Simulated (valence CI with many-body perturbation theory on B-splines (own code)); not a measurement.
**E1 line list for Pb⁶⁹⁺**

Level of theory: relativistic CI+MBPT: three valence electrons over a frozen Dirac-Fock core [Ne], radial functions for each j: 11 s, 11 p, 9 d, 7 f, 5 g, 2 h, 1 i, with the one-electron correlation potential Σ1, the two-electron term Σ2, the three-electron term Σ3, Breit, model QED; selected CI, second order for the rest (own B-spline code, finite nucleus).

The last digits are not significant, and no measured levels were compared; by estimate large intervals hold to a few tenths of a per cent, small ones and those within an open d or f shell to about a per cent.

Lines 201 to 248 of 248 in falling wavelength, among levels below 2088.7 eV, chosen from the strongest by gf and those to the six lowest levels. Wavelengths and rates use the calculated energies. Electric multipoles are in the length gauge, E1 and E2 with the static RPA response of the core. Weak lines are less certain than strong ones. Lines between different terms over intervals too small for the method are left out, as are lines whose strength nearly cancels. The highest levels of a list are the least certain.

Levels are named by their leading jj configuration (3d3/2^4 stands for four electrons in 3d with j = 3/2), which in mixed levels can hold well under half, so a name can repeat and another be missing. Letters in brackets count levels of one name in rising energy.

| λ vac (Å) | Upper | Lower | A (s⁻¹) | S (a.u.) with core polarisation | S without |
| --- | --- | --- | --- | --- | --- |
| 12.78 | (3s 3p3/2 3d5/2) J=5/2 [a] | (3s 3p1/2 3p3/2) J=5/2 | 1.53e+11 | 9.43e-04 | 9.56e-04 |
| 12.66 | (3s 3p3/2 3d5/2) J=7/2 [a] | (3s 3p1/2 3p3/2) J=5/2 | 1.31e+11 | 1.05e-03 | 1.07e-03 |
| 12.60 | (3s 3p3/2 3d5/2) J=3/2 [a] | (3s 3p1/2 3p3/2) J=5/2 | 1.09e+09 | 4.30e-06 | 4.37e-06 |
| 12.57 | (3s 3p1/2 3d5/2) J=3/2 | (3s 3p1/2^2) J=1/2 | 4.46e+11 | 1.75e-03 | 1.77e-03 |
| 12.53 | (3s 3p3/2 3d5/2) J=1/2 | (3s 3p1/2 3p3/2) J=3/2 [b] | 1.37e+11 | 2.66e-04 | 2.70e-04 |
| 12.51 | (3s 3p3/2 3d5/2) J=5/2 [a] | (3s 3p1/2 3p3/2) J=3/2 [a] | 2.74e+09 | 1.59e-05 | 1.61e-05 |
| 12.37 | (3s 3p3/2 3d5/2) J=7/2 [b] | (3s 3p1/2 3p3/2) J=5/2 | 6.67e+10 | 4.99e-04 | 5.06e-04 |
| 12.37 | (3s 3p3/2 3d5/2) J=3/2 [b] | (3s 3p1/2 3p3/2) J=3/2 [b] | 1.45e+08 | 5.43e-07 | 5.49e-07 |
| 12.34 | (3s 3p3/2 3d5/2) J=5/2 [b] | (3s 3p1/2 3p3/2) J=3/2 [b] | 8.49e+10 | 4.73e-04 | 4.79e-04 |
| 12.34 | (3s 3p3/2 3d5/2) J=3/2 [a] | (3s 3p1/2 3p3/2) J=3/2 [a] | 6.55e+10 | 2.43e-04 | 2.46e-04 |
| 12.10 | (3s 3p3/2 3d5/2) J=3/2 [b] | (3s 3p1/2 3p3/2) J=5/2 | 6.58e+10 | 2.30e-04 | 2.33e-04 |
| 12.07 | (3s 3p3/2 3d5/2) J=5/2 [b] | (3s 3p1/2 3p3/2) J=5/2 | 3.58e+10 | 1.86e-04 | 1.89e-04 |
| 12.01 | (3s 3p3/2 3d5/2) J=1/2 | (3s 3p1/2 3p3/2) J=3/2 [a] | 7.18e+08 | 1.23e-06 | 1.25e-06 |
| 11.86 | (3s 3p3/2 3d5/2) J=3/2 [b] | (3s 3p1/2 3p3/2) J=3/2 [a] | 2.92e+09 | 9.62e-06 | 9.75e-06 |
| 11.83 | (3s 3p3/2 3d5/2) J=5/2 [b] | (3s 3p1/2 3p3/2) J=3/2 [a] | 2.38e+10 | 1.17e-04 | 1.18e-04 |
| 10.25 | (3p1/2 3p3/2 3d3/2) J=5/2 [a] | (3s^2 3p3/2) J=3/2 | 2.86e+08 | 9.12e-07 | 9.27e-07 |
| 9.993 | (3p1/2^2 3d3/2) J=3/2 | (3s^2 3p1/2) J=1/2 | 7.74e+08 | 1.53e-06 | 1.56e-06 |
| 9.972 | (3p1/2 3d3/2^2) J=5/2 | (3s 3p1/2 3p3/2) J=3/2 [b] | 2.35e+09 | 6.89e-06 | 7.01e-06 |
| 9.889 | (3p1/2 3p3/2 3d3/2) J=3/2 [b] | (3s^2 3p3/2) J=3/2 | 5.83e+07 | 1.11e-07 | 1.15e-07 |
| 9.879 | (3p1/2 3p3/2 3d3/2) J=5/2 [b] | (3s^2 3p3/2) J=3/2 | 1.21e+09 | 3.46e-06 | 3.53e-06 |
| 9.796 | (3p1/2 3d3/2^2) J=5/2 | (3s 3p1/2 3p3/2) J=5/2 | 5.01e+08 | 1.39e-06 | 1.41e-06 |
| 9.665 | (3s 3d3/2^2) J=3/2 | (3s^2 3p3/2) J=3/2 | 1.07e+08 | 1.90e-07 | 1.93e-07 |
| 9.635 | (3p1/2 3d3/2^2) J=5/2 | (3s 3p1/2 3p3/2) J=3/2 [a] | 2.11e+08 | 5.60e-07 | 5.69e-07 |
| 9.541 | (3s 3d3/2^2) J=5/2 | (3s^2 3p3/2) J=3/2 | 2.60e+09 | 6.69e-06 | 6.78e-06 |
| 9.088 | (3p1/2 3p3/2 3d5/2) J=3/2 [a] | (3s^2 3p3/2) J=3/2 | 7.11e+07 | 1.05e-07 | 1.07e-07 |
| 8.905 | (3p1/2 3p3/2^2) J=3/2 | (3s 3p1/2^2) J=1/2 | 6.28e+08 | 8.76e-07 | 8.86e-07 |
| 8.785 | (3s 3d3/2 3d5/2) J=5/2 [a] | (3s^2 3p3/2) J=3/2 | 1.52e+08 | 3.06e-07 | 3.12e-07 |
| 8.784 | (3p1/2 3p3/2^2) J=1/2 | (3s 3p1/2^2) J=1/2 | 6.85e+09 | 4.58e-06 | 4.63e-06 |
| 8.784 | (3s 3p3/2^2) J=1/2 | (3s^2 3p1/2) J=1/2 | 1.02e+10 | 6.85e-06 | 6.93e-06 |
| 8.743 | (3s 3p3/2 3d3/2) J=3/2 [a] | (3s 3p1/2^2) J=1/2 | 1.93e+09 | 2.55e-06 | 2.58e-06 |
| 8.734 | (3s 3p3/2^2) J=3/2 | (3s^2 3p1/2) J=1/2 | 3.69e+09 | 4.86e-06 | 4.92e-06 |
| 8.728 | (3s 3p3/2 3d3/2) J=1/2 [a] | (3s 3p1/2^2) J=1/2 | 3.82e+09 | 2.51e-06 | 2.54e-06 |
| 8.621 | (3s 3d3/2 3d5/2) J=5/2 [b] | (3s^2 3p3/2) J=3/2 | 3.02e+08 | 5.73e-07 | 5.82e-07 |
| 8.579 | (3s 3d3/2 3d5/2) J=3/2 [b] | (3s^2 3p3/2) J=3/2 | 8.56e+08 | 1.07e-06 | 1.08e-06 |
| 8.517 | (3s 3d3/2 3d5/2) J=1/2 | (3s^2 3p3/2) J=3/2 | 2.65e+09 | 1.62e-06 | 1.64e-06 |
| 8.494 | (3s 3p3/2 3d3/2) J=3/2 [b] | (3s 3p1/2^2) J=1/2 | 5.13e+08 | 6.21e-07 | 6.30e-07 |
| 7.919 | (3s 3p3/2 3d5/2) J=3/2 [a] | (3s 3p1/2^2) J=1/2 | 1.29e+09 | 1.27e-06 | 1.29e-06 |
| 7.781 | (3s 3p3/2 3d5/2) J=1/2 | (3s 3p1/2^2) J=1/2 | 4.77e+09 | 2.22e-06 | 2.25e-06 |
| 7.719 | (3s 3p3/2 3d5/2) J=3/2 [b] | (3s 3p1/2^2) J=1/2 | 1.97e+09 | 1.79e-06 | 1.82e-06 |
| 6.830 | (3p1/2 3p3/2 3d3/2) J=3/2 [a] | (3s^2 3p1/2) J=1/2 | 5.56e+08 | 3.49e-07 | 3.54e-07 |
| 6.817 | (3p1/2 3p3/2 3d3/2) J=1/2 [a] | (3s^2 3p1/2) J=1/2 | 2.96e+08 | 9.26e-08 | 9.39e-08 |
| 6.702 | (3p1/2 3p3/2 3d3/2) J=3/2 [b] | (3s^2 3p1/2) J=1/2 | 4.59e+08 | 2.73e-07 | 2.75e-07 |
| 6.324 | (3p1/2 3p3/2 3d5/2) J=3/2 [a] | (3s^2 3p1/2) J=1/2 | 8.31e+07 | 4.15e-08 | 4.19e-08 |
| 6.223 | (3p1/2 3p3/2 3d5/2) J=1/2 | (3s^2 3p1/2) J=1/2 | 8.67e+09 | 2.06e-06 | 2.09e-06 |
| 6.208 | (3p1/2 3p3/2 3d5/2) J=3/2 [b] | (3s^2 3p1/2) J=1/2 | 1.22e+10 | 5.78e-06 | 5.86e-06 |
| 6.153 | (3s 3d3/2 3d5/2) J=3/2 [a] | (3s^2 3p1/2) J=1/2 | 8.70e+08 | 4.00e-07 | 4.05e-07 |
| 6.074 | (3s 3d3/2 3d5/2) J=3/2 [b] | (3s^2 3p1/2) J=1/2 | 1.58e+10 | 7.00e-06 | 7.10e-06 |
| 6.042 | (3s 3d3/2 3d5/2) J=1/2 | (3s^2 3p1/2) J=1/2 | 2.06e+10 | 4.48e-06 | 4.53e-06 |
